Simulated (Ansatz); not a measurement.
`C[SiH2]OB(O)O` + `FC(F)(F)[SeH]` → `OB(O)[Se]C(F)(F)F` + `C[SiH2]O`  (ligand exchange at a B–O bond)

Computed with Ansatz on PBE0-D4/def2-TZVP structures; ΔE is electronic, products minus reactants. CCSD(T)/CBS adds triple-zeta CCSD(T) − MP2 to the extrapolated MP2 energy (def2 sets, frozen cores). This one scheme is used for every species. For Se outer-core shells are correlated without core-valence functions, which leaves a few kJ/mol of doubt a bond. Scalar relativity is left out up to krypton. Each species was taken in one conformer, which may not be the lowest.

| species | MP2/def2-TZVPP energy (Eh) |
| --- | --- |
| `C[SiH2]OB(O)O` | -581.63349 |
| `FC(F)(F)[SeH]` | -2737.92626 |
| `OB(O)[Se]C(F)(F)F` | -2913.70644 |
| `C[SiH2]O` | -405.82701 |

Problem. Work out ΔE.

Solution. ΔE = (-2913.70644) + (-405.82701) − (-581.63349) − (-2737.92626) = 0.02630 Eh = +69.1 kJ/mol. CCSD(T)/CBS gives +72.8 kJ/mol.

Largest T1 diagnostic among the species: 0.012.

In def2-TZVPP, CCSD(T) changes the Hartree–Fock value by −24.5 kJ/mol (the triples alone add −4.6 kJ/mol) and MP2 by −30.1 kJ/mol. From PBE to PBE0 (25 % exact exchange), in def2-TZVPP and without D4, ΔE moves by +6.7 kJ/mol.
